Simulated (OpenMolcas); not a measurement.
Co2+ among 4 point charges of -2.5 e arranged as a tetrahedron (Td), 1.75 Å from the ion.

```json
{
  "Program": "OpenMolcas 26.06",
  "Method": "SS-CASPT2, IPEA 0.25 Eh, imaginary shift 0.1 Eh (closed shells correlated: 3s 3p)",
  "Basis": "ANO-RCC-VDZP [5s4p2d1f]",
  "Scalar Hamiltonian": "DKH2, point nucleus",
  "Active space": "7 electrons in 5 orbitals (3d)",
  "State averaging": "2S+1 = 4 even, 10 roots; 2S+1 = 2 even, 40 roots",
  "Spin-orbit coupling": "state interaction with AMFI integrals over the reference wave functions"
}
```

Q: What is the spin-free ground state (labels of Td)?

A: 4A2, 1-fold in its orbital part, 100 % from free-ion F terms; it has the highest spin that d7 allows.

Q: Where is the first state of the same spin?

A: 4T2 at 552 cm-1 above the ground state.

Q: What are the lowest two levels with spin-orbit coupling?

A: A 4-fold level Γ8, then a 4-fold level Γ8 450 cm-1 above it. Their leading multiplicities are 4 (100 %) and 4 (100 %).

Q: What is χT at 300 K, and how does it compare with the textbook value?

A: The lowest level has 2S+1 = 4, for which the spin-only value is χT = S(S+1) / 2 = 1.875 cm3 K/mol (g = 2). The computed 4.884 at 300 K differs by +3.009, through orbital momentum, spin-orbit coupling and any other state in reach.

Roots that are degenerate in the reference are averaged as groups; the widest CASPT2 spread within a group is 800 cm-1 (the 3-fold group of multiplicity 4 near 552 cm-1 above the lowest state of its run). Shifts and gaps below about the spread of the groups concerned are not significant. Spin-orbit coupling mixes the spin-free states strongly: the lowest level takes only 63 % from its leading state, 4A2. The ground term spreads over less than 5000 cm-1, several times less than with real ligands, so orbital moments are less quenched and χT lies further from the spin-only value than at real sites. Free-ion shares, where given, are those of the reference states; single-state CASPT2 does not remix them. Point charges carry no covalency, so the field is a model and not that of real ligands. No measured value stands beside these numbers.
